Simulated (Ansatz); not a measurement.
A geometry optimisation of AlBFHSe with PBE0-D3(BJ)/def2-SVP

The starting geometry of this gas-phase singlet was optimised with GFN2-xTB.

```xyz
5

Al   -2.5547   -2.7191    1.9475
B    -1.2642   -1.4277    0.9403
F    -3.3651   -3.7794    2.9180
Se    0.3822   -1.2128    1.6020
H    -1.7944   -0.9616    0.0000
```

Problem. Predict what it relaxes into with PBE0-D3(BJ)/def2-SVP.

Solution. It rearranges to `[F][Al]1[BH][Se]1`. Contacts that close: Al1–Se4 (3.32 → 2.32 Å).

The energy falls by 0.90 eV over 13 steps:

| step | E − E(last) (eV) |
| --- | --- |
| 1 | 0.899 |
| 2 | 0.715 |
| 4 | 0.473 |
| 5 | 0.301 |
| 6 | 0.195 |
| 8 | 0.025 |
| 9 | 0.004 |
| 10 | 0.000 |
| 12 | 0.000 |
| 13 | 0.000 |

Final geometry (Å):

| atom | x (Å) | y (Å) | z (Å) |
| --- | --- | --- | --- |
| Al | -2.2521 | -2.6611 | 2.0436 |
| B | -1.6026 | -1.3721 | 0.6689 |
| F | -3.0291 | -3.7279 | 3.0427 |
| Se | -0.1440 | -1.6885 | 1.9434 |
| H | -1.5683 | -0.6510 | -0.2909 |

Frequencies at the end are all real (lowest 161 cm⁻¹). Run with Ansatz 0.2.0, 32 s on 1 thread of Arm Neoverse V2 (shared host).
